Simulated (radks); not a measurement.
The numbers below are computed, except where a source is named.
Problem. These are the eigenvalues of the occupied orbitals of an atom or ion with whole-number occupations (eV). Level of theory: scalar-relativistic Kohn-Sham, BLYP, spin-polarised, spherical densities, finite nucleus; Fermi nuclear charge, rms radius of each element as measured or else 0.836 A^(1/3) + 0.57 fm (a radial shooting solver on a logarithmic mesh with Libxc functionals).

orbital  eigenvalue
1s up     -56495.47
1s down   -56495.36
2s up     -11708.81
2s down   -11698.80
2p up     -10718.69
2p down   -10710.94
3s up     -4398.394
3s down   -4387.348
3p up     -4097.017
3p down   -4085.603
3d up     -3771.621

Which element is it, and in what charge state? The configuration may be excited. Open shells, if any, are filled with parallel spins first.

Solution. Z = 66, dysprosium, charge +46: Dy46+ in [Ar] 3d2. The list shows which subshells hold electrons but not how many an open one holds; the 1s level, -2076.2 hartree, gives Z - s = 64.4 by -(Z - s)^2/2, which with screening and relativity narrows Z to a few neighbours, and the depths of the outer levels then fix element, charge and occupations together.
